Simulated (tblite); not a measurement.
A geometry optimisation, step by step.

Compound: C₅H₁₁AsO₂Si.
Numbering: `[CH2:1]=[CH:2][C@@H:3]([CH:4]=[O:5])[Si@H:6]([AsH2:7])[O:8][CH3:9]` (hydrogens: H10, H11 on C1; H12 on C2; H13 on C3; H14 on C4; H15 on Si6; H16, H17 on As7; H18, H19, H20 on C9)

Computed with GFN2-xTB (tblite), gas phase: L-BFGS steps from a force-field or distance-geometry start until the largest atomic force falls under 0.01 eV/Å. 4 of its 298 geometries are shown.

Step 0: E = -774.9005 eV, largest atomic force 2.824 eV/Å
```
atom  x, y, z in Å  |  force x, y, z in eV/Å
C1     -3.104   -0.138    0.755   -1.468   0.072  -0.701
C2     -1.814   -0.263    0.894    0.468  -0.157   0.523
C3     -0.868   -0.669   -0.181   -0.472  -0.520  -0.243
C4     -1.391   -0.356   -1.548    1.204   0.868  -0.672
O5     -0.791    0.387   -2.304   -0.617  -0.505   0.573
Si6     0.771    0.182    0.129    1.221   0.449   0.044
As7     1.043    2.083   -1.144    0.747  -1.142  -2.472
O8      1.985   -0.936   -0.267   -1.357   1.469   0.624
C9      3.076   -0.929    0.590    0.474  -0.429   0.301
H10    -3.765    0.155    1.576    0.287  -0.160  -0.557
H11    -3.529   -0.336   -0.241   -0.222   0.252   0.881
H12    -1.391   -0.081    1.873    0.171  -0.080  -0.066
H13    -0.725   -1.760   -0.111   -0.133   0.153  -0.098
H14    -2.319   -0.785   -1.939   -0.235  -0.402   0.324
H15     0.774    0.491    1.592    0.142  -0.382  -0.088
H16     2.204    2.982   -0.669   -0.974   0.335   0.777
H17    -0.273    2.822   -1.483    0.675   0.125   1.191
H18     3.316    0.068    0.993   -0.074  -0.242  -0.267
H19     3.939   -1.315    0.032   -0.105   0.075   0.205
H20     2.857   -1.592    1.450    0.267   0.222  -0.280
```

Step 99: E = -776.6038 eV, largest atomic force 0.145 eV/Å
```
atom  x, y, z in Å  |  force x, y, z in eV/Å
C1     -2.944    0.278    0.727    0.012  -0.136  -0.049
C2     -2.031   -0.679    0.811    0.017   0.023   0.055
C3     -0.922   -0.849   -0.160   -0.056  -0.003  -0.014
C4     -1.333   -0.541   -1.550   -0.008  -0.025   0.018
O5     -0.590   -0.173   -2.428   -0.016   0.012   0.026
Si6     0.602    0.244    0.329    0.005   0.035   0.102
As7     1.206    1.700   -1.364    0.061   0.024  -0.033
O8      1.774   -0.869    0.551   -0.036  -0.045   0.018
C9      3.154   -0.667    0.491   -0.009  -0.010  -0.051
H10    -3.730    0.383    1.456    0.045   0.007   0.008
H11    -2.965    0.976   -0.097    0.046  -0.020   0.066
H12    -2.018   -1.353    1.660   -0.067   0.050  -0.055
H13    -0.554   -1.879   -0.149   -0.021   0.100  -0.020
H14    -2.417   -0.671   -1.758    0.107   0.024   0.005
H15     0.244    0.798    1.659    0.052  -0.021  -0.074
H16     1.936    2.617   -0.397   -0.003  -0.034   0.001
H17     0.005    2.565   -1.193   -0.074  -0.024  -0.027
H18     3.396    0.385    0.312    0.007   0.033   0.075
H19     3.568   -1.256   -0.328   -0.004  -0.073  -0.052
H20     3.613   -0.999    1.426   -0.059   0.083   0.000
```

Step 198: E = -776.7011 eV, largest atomic force 0.077 eV/Å
```
atom  x, y, z in Å  |  force x, y, z in eV/Å
C1     -2.747   -0.087    1.139    0.005  -0.029   0.031
C2     -1.929   -1.023    0.685   -0.022  -0.011   0.032
C3     -0.953   -0.795   -0.403   -0.016  -0.005   0.045
C4     -1.509   -0.102   -1.565    0.017   0.037   0.007
O5     -0.887    0.175   -2.568    0.029   0.019  -0.040
Si6     0.539    0.336    0.140   -0.026  -0.035   0.044
As7     1.384    1.426   -1.716    0.022   0.041  -0.014
O8      1.595   -0.780    0.687    0.019   0.000  -0.003
C9      2.972   -0.577    0.785    0.043  -0.021  -0.005
H10    -3.474   -0.281    1.909    0.042  -0.007   0.012
H11    -2.719    0.919    0.756   -0.033   0.033  -0.022
H12    -1.956   -2.014    1.118    0.018  -0.016  -0.026
H13    -0.468   -1.716   -0.726    0.006   0.008   0.018
H14    -2.561    0.219   -1.461   -0.067   0.006  -0.035
H15     0.056    1.101    1.312    0.007  -0.015  -0.039
H16     2.277    2.290   -0.837   -0.013  -0.010  -0.031
H17     0.357    2.505   -1.679    0.017  -0.008  -0.013
H18     3.380   -0.244   -0.180   -0.014  -0.009   0.054
H19     3.438   -1.524    1.064   -0.027   0.072   0.002
H20     3.198    0.182    1.540   -0.005  -0.050  -0.017
```

Step 297: E = -776.7439 eV, largest atomic force 0.008 eV/Å
```
atom  x, y, z in Å  |  force x, y, z in eV/Å
C1     -2.546   -0.379    1.344    0.001  -0.001  -0.002
C2     -1.767   -1.145    0.597   -0.001   0.004   0.001
C3     -1.003   -0.680   -0.579    0.001  -0.001  -0.001
C4     -1.693    0.217   -1.499    0.004   0.001  -0.002
O5     -1.221    0.617   -2.544   -0.005  -0.002   0.005
Si6     0.542    0.401   -0.097   -0.005  -0.003   0.002
As7     1.444    1.159   -2.089   -0.001  -0.003  -0.003
O8      1.464   -0.731    0.624    0.003   0.004   0.002
C9      2.749   -0.508    1.117    0.006  -0.004  -0.001
H10    -3.084   -0.772    2.189    0.002   0.000  -0.001
H11    -2.680    0.671    1.143    0.001  -0.001   0.000
H12    -1.641   -2.189    0.852   -0.001   0.000   0.001
H13    -0.560   -1.508   -1.135   -0.002   0.002   0.000
H14    -2.683    0.580   -1.169    0.001   0.000  -0.002
H15     0.074    1.351    0.937    0.001  -0.001  -0.002
H16     2.606    1.829   -1.375   -0.001   0.004   0.001
H17     0.722    2.460   -2.063    0.003   0.000   0.001
H18     3.372   -0.017    0.362   -0.003  -0.001   0.007
H19     3.187   -1.471    1.377   -0.002   0.006  -0.001
H20     2.712    0.126    2.005   -0.001  -0.004  -0.005
```

Q: Summarise the path.

A: The energy falls by 177.87 kJ/mol from step 0 to step 297; nine tenths of that is first reached at step 70. It falls at every step. The largest force goes from 2.824 to 0.008 eV/Å. Among the bonds C3–Si6 changes most, from 1.873 to 1.946 Å; the atoms move by 1.255 Å rms after alignment.

The cost below is that of the whole relaxation. Hardware: Arm Neoverse N1, one thread, on a shared host. Cost: 5.1 s of wall time.
